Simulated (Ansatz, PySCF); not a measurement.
BClH, SMILES Cl[BH], multiplicity 2. Atoms are numbered in the order given.

```xyz
3

B     -0.2008    -1.1916     0.0000
Cl     0.0085     0.5050     0.0000
H      0.7042    -1.9695     0.0000
```
Charge 0, spin multiplicity 2.

The structure is a stationary point at PBE0-D3(BJ)/def2-TZVPD. The isomer is the one that the SMILES or the coordinates give; other isomers of the formula were not compared.

Two levels are set side by side: PBE-D3(BJ)/def2-TZVPD (Ansatz, a program for electronic structure) and PBE0-D3(BJ)/def2-TZVPD (Ansatz). Each level has its own optimised geometry; the coordinates shown are those of the second. Frequencies come from the Hessian of PySCF at each geometry. Differences are taken from unrounded values.

```
quantity                            PBE0-D3(BJ)  PBE-D3(BJ)  PBE-D3(BJ) minus PBE0-D3(BJ)
----------------------------------  -----------  ----------  ----------------------------
mean bond length (Å)                      1.451       1.459                         0.008
bond B1–Cl2 (Å)                           1.709       1.717                         0.008
bond B1–H3 (Å)                            1.193       1.201                         0.008
highest harmonic wavenumber (cm⁻¹)         2641        2570                           -71
mean harmonic wavenumber (cm⁻¹)            1464        1423                           -41
zero-point energy (kcal/mol)               6.28        6.10                         -0.18
```

Exact exchange shortens and stiffens bonds; PBE has none. Differences between two approximate levels are no errors against the true value.
